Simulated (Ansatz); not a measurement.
Ansatz (a first-principles code) job for Cl₄Se, SMILES Cl[Se+](Cl)(Cl)Cl, charge +1, multiplicity 2, PBE-D3(BJ)/def2-SVP. 

Ansatz 0.2 input:
```yaml
crystal:
  periodic: [false, false, false]
  atoms:
    - {symbol: Se, position_ang: [-0.00000000, 0.00000000, -0.16573784]}
    - {symbol: Cl, position_ang: [-0.00000003, 2.11519822, -1.00904640]}
    - {symbol: Cl, position_ang: [-0.00000003, -2.11519820, -1.00904641]}
    - {symbol: Cl, position_ang: [1.68397748, -0.00000001, 1.17478421]}
    - {symbol: Cl, position_ang: [-1.68397743, -0.00000001, 1.17478428]}
basis:
  gaussian:
    orbitals: def2-SVP
hamiltonian:
  xc: pbe
  dispersion: d3bj
total_charge: 1
magnetization: {spin_polarized: true, initial_magnetization: 1}
relax: {f_tol: 0.002, max_steps: 200}
```

Output:

```
WARN ansatz: RAYON_NUM_THREADS=2 ignored (pool sized by the plan → 2); use --threads N
Functional definition: PBE
integrals: 0.06 GiB planned
1126 factors; their error is unknown
mean field: 0.38 GiB planned
mean field evaluation 1: about -115374.0421 eV, gradient 2.3e1 eV
mean field evaluation 2: about -115360.2230 eV, gradient 5.7e1 eV
mean field evaluation 4: about -115376.5131 eV, gradient 5.3e0 eV
mean field evaluation 8: about -115376.7116 eV, gradient 2.1e-1 eV
mean field evaluation 16: about -115376.5692 eV, gradient 1.9e-4 eV
mean field evaluation 32: about -115375.2187 eV, gradient 2.7e-1 eV
mean field evaluation 64: about -115375.0900 eV, gradient 4.4e0 eV
mean field -115376.56921137 eV, -4240.0107134703 hartree, gradient 4.8e-6 eV, S^2 0.753713; 9 other end points of the search recorded, 0 dependent functions left out
the calculation of the forces begins
reference -115376.56923819 eV, -4240.0107144559 hartree; 51, 50 occupied and 53, 54 virtual orbitals, 1126 factors
relax step   1: F+E_penalty+E_count = -115376.80461965 eV  Δ(F+E_penalty+E_count) = +0.000e0 eV  max|allowed force component| = 1.533e-1 eV/Å  Δτ_max = 0.0000 Å  (236 SCF iters, accepted)
these checks for a lower state are left out or cut short: starts, cluster_reference, orbital_swaps, neighbouring_geometries, increment
integrals: 0.06 GiB planned
1126 factors; their error is unknown
mean field: 0.38 GiB planned
mean field -115376.57880300 eV, -4240.0110659564 hartree, gradient 1.3e-5 eV, S^2 0.753615; 0 other end points of the search recorded, 0 dependent functions left out
the calculation of the forces begins
reference -115376.57882982 eV, -4240.0110669419 hartree; 51, 50 occupied and 53, 54 virtual orbitals, 1126 factors
relax step   2: F+E_penalty+E_count = -115376.81359256 eV  Δ(F+E_penalty+E_count) = -8.973e-3 eV  max|allowed force component| = 9.215e-2 eV/Å  Δτ_max = 0.0288 Å  (33 SCF iters, accepted)
these checks for a lower state are left out or cut short: starts, cluster_reference, orbital_swaps, neighbouring_geometries, increment
integrals: 0.06 GiB planned
1126 factors; their error is unknown
mean field: 0.38 GiB planned
mean field -115376.60383319 eV, -4240.0119857987 hartree, gradient 2.0e-5 eV, S^2 0.753508; 0 other end points of the search recorded, 0 dependent functions left out
the calculation of the forces begins
reference -115376.60385990 eV, -4240.0119867803 hartree; 51, 50 occupied and 53, 54 virtual orbitals, 1126 factors
relax step   3: F+E_penalty+E_count = -115376.83654736 eV  Δ(F+E_penalty+E_count) = -2.295e-2 eV  max|allowed force component| = 9.358e-2 eV/Å  Δτ_max = 0.1436 Å  (34 SCF iters, accepted)
these checks for a lower state are left out or cut short: starts, cluster_reference, orbital_swaps, neighbouring_geometries, increment
integrals: 0.06 GiB planned
1126 factors; their error is unknown
mean field: 0.38 GiB planned
mean field -115376.61667265 eV, -4240.0124576402 hartree, gradient 5.1e-5 eV, S^2 0.753574; 0 other end points of the search recorded, 0 dependent functions left out
the calculation of the forces begins
reference -115376.61669954 eV, -4240.0124586283 hartree; 51, 50 occupied and 53, 54 virtual orbitals, 1126 factors
relax step   4: F+E_penalty+E_count = -115376.84774678 eV  Δ(F+E_penalty+E_count) = -1.120e-2 eV  max|allowed force component| = 4.188e-1 eV/Å  Δτ_max = 0.1966 Å  (34 SCF iters, accepted)
these checks for a lower state are left out or cut short: starts, cluster_reference, orbital_swaps, neighbouring_geometries, increment
integrals: 0.06 GiB planned
1126 factors; their error is unknown
mean field: 0.38 GiB planned
mean field evaluation 96: about -115376.6088 eV, gradient 5.4e-2 eV
mean field -115376.60886136 eV, -4240.0121705805 hartree, gradient 6.2e-5 eV, S^2 0.753060; 0 other end points of the search recorded, 0 dependent functions left out
the calculation of the forces begins
reference -115376.60888808 eV, -4240.0121715627 hartree; 51, 50 occupied and 53, 54 virtual orbitals, 1126 factors
relax step   5: F+E_penalty+E_count = -115376.84390731 eV  Δ(F+E_penalty+E_count) = +3.839e-3 eV  max|allowed force component| = 3.460e-1 eV/Å  Δτ_max = 0.0418 Å  (29 SCF iters, rejected (line search))
these checks for a lower state are left out or cut short: starts, cluster_reference, orbital_swaps, neighbouring_geometries, increment
integrals: 0.06 GiB planned
1126 factors; their error is unknown
mean field: 0.38 GiB planned
mean field -115376.62446644 eV, -4240.0127440569 hartree, gradient 3.9e-5 eV, S^2 0.753323; 0 other end points of the search recorded, 0 dependent functions left out
the calculation of the forces begins
reference -115376.62449326 eV, -4240.0127450425 hartree; 51, 50 occupied and 53, 54 virtual orbitals, 1126 factors
relax step   6: F+E_penalty+E_count = -115376.85708908 eV  Δ(F+E_penalty+E_count) = -9.342e-3 eV  max|allowed force component| = 5.662e-2 eV/Å  Δτ_max = 0.0203 Å  (30 SCF iters, accepted)
these checks for a lower state are left out or cut short: starts, cluster_reference, orbital_swaps, neighbouring_geometries, increment
integrals: 0.06 GiB planned
1126 factors; their error is unknown
mean field: 0.37 GiB planned
mean field -115376.62670316 eV, -4240.0128262548 hartree, gradient 1.9e-5 eV, S^2 0.753334; 0 other end points of the search recorded, 0 dependent functions left out
the calculation of the forces begins
reference -115376.62673003 eV, -4240.0128272423 hartree; 51, 50 occupied and 53, 54 virtual orbitals, 1126 factors
relax step   7: F+E_penalty+E_count = -115376.85915663 eV  Δ(F+E_penalty+E_count) = -2.068e-3 eV  max|allowed force component| = 3.854e-3 eV/Å  Δτ_max = 0.0386 Å  (32 SCF iters, accepted)
these checks for a lower state are left out or cut short: starts, cluster_reference, orbital_swaps, neighbouring_geometries, increment
integrals: 0.06 GiB planned
1126 factors; their error is unknown
mean field: 0.38 GiB planned
mean field -115376.62674496 eV, -4240.0128277908 hartree, gradient 1.1e-5 eV, S^2 0.753336; 0 other end points of the search recorded, 0 dependent functions left out
the calculation of the forces begins
reference -115376.62677183 eV, -4240.0128287783 hartree; 51, 50 occupied and 53, 54 virtual orbitals, 1126 factors
relax step   8: F+E_penalty+E_count = -115376.85918602 eV  Δ(F+E_penalty+E_count) = -2.939e-5 eV  max|allowed force component| = 4.409e-4 eV/Å  Δτ_max = 0.0044 Å  (28 SCF iters, accepted)
integrals: 0.06 GiB planned
1126 factors; their error is unknown
mean field: 0.38 GiB planned
mean field evaluation 128: about -115376.7721 eV, gradient 3.1e-1 eV
mean field evaluation 160: about -115374.9816 eV, gradient 9.0e-1 eV
mean field -115376.62674496 eV, -4240.0128277908 hartree, gradient 1.1e-5 eV, S^2 0.753336; 7 other end points of the search recorded, 0 dependent functions left out
the calculation of the forces begins
reference -115376.62677183 eV, -4240.0128287783 hartree; 51, 50 occupied and 53, 54 virtual orbitals, 1126 factors
Total energy: -115376.85921290 eV, -4240.0213708299 hartree
Atom 0 at     0.000000    -0.000000     0.032608 Å, force     0.000000     0.000000     0.000318 eV/Å
Atom 1 at    -0.000000     1.808806    -1.246016 Å, force    -0.000000    -0.000326    -0.000140 eV/Å
Atom 2 at    -0.000000    -1.808806    -1.246016 Å, force    -0.000000     0.000326    -0.000140 eV/Å
Atom 3 at     1.807405    -0.000000     1.312581 Å, force     0.000441    -0.000000    -0.000019 eV/Å
Atom 4 at    -1.807405    -0.000000     1.312581 Å, force    -0.000441    -0.000000    -0.000019 eV/Å
Dipole moment:    -0.000000     0.000000     0.000210 e Å
```

Self-consistency was reached.
